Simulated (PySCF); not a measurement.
Bonds broken one at a time in the series B OH-SH. All species are isolated molecules in the gas phase. One relaxed conformer stands for each flexible species; it need not be the lowest. Strings in code marks are SMILES.

The four lowest singlet excitations (Tamm–Dancoff). Method: CAM-B3LYP-D3(BJ)/def2-TZVP (PySCF 2.14.0). Excitations are Tamm–Dancoff values on a coarser integration grid. The basis has no diffuse functions, so Rydberg states are missing or too high.

| state | energy (eV) | wavelength (nm) | oscillator strength |
|---|---|---|---|
| S1 | 5.72 | 217 | 0.000 |
| S2 | 5.78 | 215 | 0.000 |
| S3 | 6.21 | 200 | 0.223 |
| S4 | 6.27 | 198 | 0.199 |

Which member gives these states?
(A) `OB(O)O`
(B) `OB(O)S`
(C) `SB(S)S`
(D) `OB(S)S`

C, `SB(S)S`
